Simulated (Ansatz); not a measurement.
I₂Sn, singlet, geometry from GFN2-xTB (such geometries of metal compounds can be far from the true shape) (all electrons, no relativity). Base run: B3LYP/3-21G (Ansatz, a quantum-chemistry and plane-wave program).

Geometry (Å):
```xyz
3

Sn    -0.0009    -0.0040     1.1547
I      1.0867    -1.8454    -0.5502
I     -1.0859     1.8491    -0.5392
```
Charge 0, spin multiplicity 1.
All else is at Ansatz's defaults.

The base run was repeated with changes; each row names its change, and settings that it needs were set with it.

```csv
change,basis functions,E (Eh)
base,99,-19780.48364
basis = x2c-TZVPall; relativity = spin-free X2C,180,-20408.58484
basis = x2c-SVPall; relativity = spin-free X2C; nucleus = Gaussian,108,-20405.82789
basis = jorge-DZP-DKH; relativity = spin-free X2C,144,-20391.84740
basis = jorge-DZP-DKH; relativity = spin-free X2C; nucleus = Gaussian,144,-20391.30044
basis = jorge-DZP-DKH; relativity = none,144,-19653.92569
basis = x2c-SVPall; relativity = spin-free X2C,108,-20406.31043
basis = x2c-SVPall; relativity = none,108,-19347.00213
basis = x2c-TZVPall; relativity = spin-free X2C; nucleus = Gaussian,180,-20408.03922
basis = x2c-TZVPall; relativity = none,180,-19442.62689
```

Absolute energies of different levels of theory aren't comparable as measures of quality.

Ansatz warned in this series: the basis is contracted for relativity, which the run leaves out.

Basis sets contracted for a relativistic Hamiltonian are a mismatch without it, so the rows without relativity aren't non-relativistic limits. No row has spin-orbit coupling; sets with core potentials leave out the core electrons.
